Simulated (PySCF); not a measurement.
H$_{18}$N$_{6}$Ru (SMILES [NH3]->[Ru+2](<-[NH3])(<-[NH3])(<-[NH3])(<-[NH3])<-[NH3]), charge +2, singlet, at a GFN2-xTB geometry (such geometries of metal compounds can be far from the true shape) (core potentials on Ru), with bond 23-22 at 1.3 times its length. Base run: DF-B3LYP/def2-SV(P) (PySCF).

PySCF was given this input:
```python
from pyscf import gto, scf, dft

mol = gto.M(
    atom='''
Ru    0.00462943   -0.00058800    0.00335853
N     0.99043295   -1.37579064    1.39118793
H     0.65167097   -1.30386002    2.35215141
H     1.99637442   -1.20150207    1.43826666
H     0.88591805   -2.35759997    1.12877292
N    -1.15937766   -1.66259676   -0.81600610
H    -1.52854599   -2.26180887   -0.07499407
H    -0.61620294   -2.27339559   -1.42881025
H    -1.97020342   -1.36568477   -1.36167262
N    -1.60354128    0.36394079    1.44214700
H    -1.65054812   -0.32984214    2.19032519
H    -2.52018849    0.34676213    0.99061613
H    -1.53358137    1.27212561    1.90469547
N     1.57453148   -0.37018856   -1.47538449
H     1.18305053   -0.51694466   -2.40793179
H     2.13485743   -1.19947319   -1.27046645
H     2.23775448    0.40066246   -1.57169737
N     1.15615391    1.64318823    0.87544948
H     1.14935063    1.60402973    1.89665205
H     0.79538583    2.56574974    0.62570318
H     2.14109705    1.64373319    0.60489045
N    -0.93109016    1.39783727   -1.39551201
H    -1.54930612    0.80465114   -2.41001498
H    -0.24068151    2.02159525   -1.81826909
H    -1.62738963    2.00308744   -0.95674193
''',
    basis='def2-sv(p)',
    ecp={'Ru': 'def2-sv(p)'},
    charge=2,
    verbose=4,
)

mf = dft.RKS(mol)
mf.xc = 'b3lyp'
mf = mf.density_fit(auxbasis='def2-universal-jkfit')
mf.kernel()
```

The base run was repeated with changes; each row names its change, and settings that it needs were set with it.

```csv
change,ΔE vs base (µEh),SCF cycles,outcome
base,0.0,14,converged
level_shift = 0.3 (with mf.max_cycle = 100),0.0,24,converged
damp = 0.5; diis_start_cycle = 5,0.0,22,converged
diis = off (with mf.max_cycle = 100),-,-,cut at the time limit
conv_tol = 1e-6,0.0,11,converged
conv_tol = 1e-12,0.0,20,converged
diis = off; damp = 0.3 (with mf.diis_start_cycle = 200; with mf.max_cycle = 150),-,-,cut at the time limit
conv_tol_grad = 1e-7,0.0,20,converged
```
